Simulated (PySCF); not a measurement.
C6H14AlN.
SMILES with atom numbers: `[CH3:1][C:2]#[C:3][CH2:4][N+:5]([CH3:6])([CH3:7])[AlH3-:8]` (hydrogens: H9, H10, H11 on C1; H12, H13 on C4; H14, H15, H16 on C6; H17, H18, H19 on C7; H20, H21, H22 on Al8)

Cartesian coordinates in Å at the PBE0-D3(BJ)/def2-SVP level; atoms count from 1:
```
atom  x, y, z in Å
C1     4.5934   -0.9258    0.9363
C2     3.3356   -0.2336    0.7118
C3     2.2914    0.3537    0.5259
C4     1.0340    1.0584    0.2977
N5    -0.1776    0.2342    0.5182
C6    -0.2143   -0.9090   -0.4038
C7    -0.2594   -0.2223    1.9122
Al8   -1.8182    1.4450    0.1272
H9     5.2334   -0.3657    1.6355
H10    4.4216   -1.9248    1.3662
H11    5.1505   -1.0556   -0.0044
H12    0.9580    1.9370    0.9588
H13    0.9885    1.4401   -0.7354
H14    0.6377   -1.5852   -0.2248
H15   -1.1570   -1.4535   -0.2591
H16   -0.1777   -0.5423   -1.4386
H17    0.6001   -0.8644    2.1656
H18   -0.2731    0.6501    2.5796
H19   -1.1942   -0.7819    2.0496
H20   -1.5228    1.8127   -1.4119
H21   -1.5554    2.6037    1.2134
H22   -3.0085    0.4053    0.4248
```

Computed with PySCF at PBE0/pcSseg-1, non-relativistic, on one gas-phase PBE0-D3(BJ)/def2-SVP geometry that isn't relaxed in the solvent. The solvent is an IEF-PCM continuum (Bondi radii, 1.10 Å for H, scaled by 1.2). The model holds no explicit solvent molecules, cavitation or dispersion.

```tsv
run	E − E(gas) (kcal/mol)	HOMO (eV)	HOMO–LUMO gap (eV)	dipole (D)
gas	0.00	-7.34	7.52	6.20
P	-6.55	-7.60	7.86	7.08
Q	-7.73	-7.59	7.84	7.24
```

The runs were made in chloroform and dichloromethane. Which run belongs to which solvent?

P = chloroform, Q = dichloromethane. The dielectric constants are 4.711 (chloroform), 8.93 (dichloromethane), and the energy falls further as ε rises. In this model the ground state sees the solvent through ε alone.

How constant is the ratio of the lowering to (ε − 1)/(2ε + 1)?

```json
{"solvent": "chloroform", "(ε − 1)/(2ε + 1)": "0.356", "E − E(gas) (kcal/mol)": "-6.55", "ratio (kcal/mol)": "-18.4", "polarisation term (kcal/mol)": "-7.15"}
{"solvent": "dichloromethane", "(ε − 1)/(2ε + 1)": "0.420", "E − E(gas) (kcal/mol)": "-7.73", "ratio (kcal/mol)": "-18.4", "polarisation term (kcal/mol)": "-8.56"}
```

The ratio changes by -0.2 % in size from chloroform to dichloromethane. The polarisation term is half the interaction of the solute with the induced surface charges.

Time: 35 s of wall time; peak memory 1.2 GiB. Hardware: one thread, Arm Neoverse V2 (aarch64), shared host. This is the whole shielding run at PBE0/pcSseg-1 in dichloromethane, SCF included.
